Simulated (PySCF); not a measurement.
HfO, SMILES [O]=[Hf], multiplicity 1.

The structure is a stationary point at B3LYP-D3(BJ)/def2-TZVPD. The spin state was assumed, not searched. The def2 effective core potentials stand for the cores of Hf; spin–orbit coupling is left out.

Two levels are set side by side: PBE/def2-TZVPD (PySCF) and HF/def2-TZVPD (PySCF). Same geometry, gas phase. Differences are taken from unrounded values.

```json
[
 {"quantity": "orbital gap (eV)", "HF": "7.68"},
 {"quantity": "highest occupied level (eV)", "HF": "-7.34"},
 {"quantity": "lowest empty level (eV)", "HF": "0.34"},
 {"quantity": "dipole moment (D)", "HF": "4.12"},
 {"quantity": "mean polarisability (bohr³)", "HF": "92.7"}
]
```

What does PBE give, and how far is it from HF? (An estimate is asked for; the answer gives what the named calculation found.)


```tsv
quantity	PBE	PBE minus HF
orbital gap (eV)	1.58	-6.09
highest occupied level (eV)	-5.04	2.29
lowest empty level (eV)	-3.46	-3.80
dipole moment (D)	3.25	-0.87
mean polarisability (bohr³)	86.1	-6.6
```

Without exact exchange PBE keeps part of each electron's self-repulsion, which lifts occupied levels and narrows the gap. Differences between two approximate levels are no errors against the true value.
